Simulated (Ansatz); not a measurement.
`N[SiH]([AlH2])[SiH3]` + `B[SiH2]OCC` → `B[SiH2]OC[SiH3]` + `C[SiH](N)[AlH2]`  (redistribution)

Isolated molecules relaxed with PBE0-D4/def2-TZVP in Ansatz; ΔE leaves out vibrations. CCSD(T)/CBS adds triple-zeta CCSD(T) − MP2 to the extrapolated MP2 energy (def2 sets, frozen cores). Functionals use def2-TZVPP. B3LYP here is the variant with VWN-RPA as its local correlation; programs differ in this. One conformer a species, not always the lowest.

`N[SiH]([AlH2])[SiH3]`:

Cartesian coordinates in Å:
```
N -0.991 -0.215 -1.744
Si -0.456 0.452 -0.226
Al -1.248 -0.587 1.867
Si 1.890 0.425 -0.224
H -1.978 -0.183 -1.954
H -0.618 -1.110 -2.021
H -0.856 1.894 -0.213
H -0.919 0.070 3.281
H -2.073 -1.950 1.848
H 2.479 1.215 -1.339
H 2.382 -0.978 -0.344
H 2.388 0.967 1.070
```

`B[SiH2]OCC`:

Z-matrix (Å, degrees):
```
Si
O 1 1.649
B 1 2.006 2 115.9
H 1 1.487 2 105.4 3 122.9
H 1 1.501 2 110.2 3 -120.5
C 2 1.413 1 122.1 3 60.4
H 3 1.197 1 124.4 2 -8.9
H 3 1.198 1 118.7 2 172.3
C 6 1.508 2 109.4 1 -174.0
H 6 1.099 2 109.7 1 64.9
H 6 1.099 2 110.1 1 -52.9
H 9 1.093 6 110.4 2 -179.5
H 9 1.092 6 110.5 2 60.4
H 9 1.092 6 110.4 2 -59.4
```

`B[SiH2]OC[SiH3]`:

Z-matrix (Å, degrees):
```
Si
O 1 1.654
B 1 2.006 2 115.5
H 1 1.500 2 109.7 3 120.2
H 1 1.487 2 105.4 3 -123.1
C 2 1.419 1 120.7 3 -59.7
H 3 1.197 1 118.7 2 -172.4
H 3 1.196 1 124.3 2 8.9
Si 6 1.889 2 108.8 1 175.2
H 6 1.099 2 110.9 1 -63.9
H 6 1.100 2 111.2 1 54.5
H 9 1.485 6 109.9 2 -60.6
H 9 1.489 6 108.8 2 179.8
H 9 1.485 6 110.0 2 60.1
```

`C[SiH](N)[AlH2]`:

Z-matrix (Å, degrees):
```
C
Si 1 1.886
H 1 1.093 2 111.7
H 1 1.094 2 110.6 3 120.2
H 1 1.094 2 110.6 3 -120.5
N 2 1.731 1 115.2 3 -62.9
Al 2 2.463 1 112.6 3 59.8
H 2 1.496 1 105.7 3 -179.8
H 6 1.008 2 121.1 1 -63.2
H 6 1.006 2 120.2 1 83.6
H 7 1.596 2 120.4 1 -106.1
H 7 1.593 2 122.3 1 73.5
```

| level | ΔE (eV) |
| --- | --- |
| B3LYP-D4 | -0.10 |
| r2SCAN | -0.04 |
| MP2/def2-TZVPP | -0.16 |
| MP2/def2-QZVPP | -0.17 |

**Question.** What does CCSD(T)/CBS give? (Estimate.)

**Answer.** The calculation gave: -0.10 eV. The listed levels differ from it by 0.00, 0.06, -0.06, -0.07 eV.

Largest T1 diagnostic among the species: 0.013.
